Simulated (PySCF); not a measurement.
C10H7N3, SMILES C1=CC2=CC=CC3=NC=NC(=C1)N23. Atoms are numbered in the order given.

```xyz
20

C      0.0000    -2.4209    -1.3562
C      0.0000    -1.2374    -2.0644
C      0.0000     0.0000    -1.3879
C      0.0000     1.2374    -2.0644
C      0.0000     2.4209    -1.3562
C      0.0000     2.4094     0.0352
C      0.0000     1.2027     0.7365
N      0.0000     1.1836     2.0806
C      0.0000     0.0000     2.6642
N      0.0000    -1.1836     2.0806
C      0.0000    -1.2027     0.7365
C      0.0000    -2.4094     0.0352
N      0.0000     0.0000     0.0069
H      0.0000    -3.3743    -1.8899
H      0.0000    -1.2172    -3.1537
H      0.0000     1.2172    -3.1537
H      0.0000     3.3743    -1.8899
H      0.0000     3.3157     0.6378
H      0.0000     0.0000     3.7622
H      0.0000    -3.3157     0.6378
```

The structure is a stationary point at PBE0-D3(BJ)/def2-SVP.

Two levels are set side by side: PBE/pcSseg-1 (PySCF) and HF/pcSseg-1 (PySCF). GIAO shifts against NH3 (¹⁵N), TMS (¹H), TMS (¹³C) at the same level; non-relativistic, no solvent, atoms listed together averaged. Differences are taken from unrounded values.

```
quantity                    HF    PBE  PBE minus HF
-----------------------  -----  -----  ------------
δ(¹³C) of C1, C5 (ppm)   161.4  145.6         -15.8
δ(¹³C) of C2, C4 (ppm)   105.8  116.0          10.2
δ(¹³C) of C3 (ppm)       169.3  155.2         -14.1
δ(¹³C) of C6, C12 (ppm)  103.2  113.2           9.9
δ(¹³C) of C7, C11 (ppm)  177.2  165.2         -12.0
δ(¹⁵N) of N8, N10 (ppm)  218.1  262.6          44.5
δ(¹³C) of C9 (ppm)       179.9  170.1          -9.8
δ(¹⁵N) of N13 (ppm)      228.1  240.1          11.9
δ(¹H) of H14, H17 (ppm)   7.24   5.77         -1.47
δ(¹H) of H15, H16 (ppm)   5.45   4.64         -0.80
δ(¹H) of H18, H20 (ppm)   5.38   4.38         -1.00
δ(¹H) of H19 (ppm)        6.95   5.88         -1.07
```

Rough cost on one machine, each run with all the roots and properties that it gave: HF against PBE within a factor of 2.
